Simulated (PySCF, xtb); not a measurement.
CH3ClFNSi2, SMILES F[Si@]1(Cl)N=C[SiH2]1.

GFN2-xTB run with xtb at its own geometry gives an orbital gap of 2.03 eV and a dipole moment of 4.17 D.

Geometry optimised at B3LYP-D3(BJ)/def2-SVP. The structure was generated by enumeration; whether it is a known compound was not checked.

Question: What does PySCF with HF/def2-TZVP give? (Estimate from the structure and the level; the computed values follow.)

Answer: gap 13.01 eV (levels -10.67 and 2.34 eV), dipole 3.69 D.
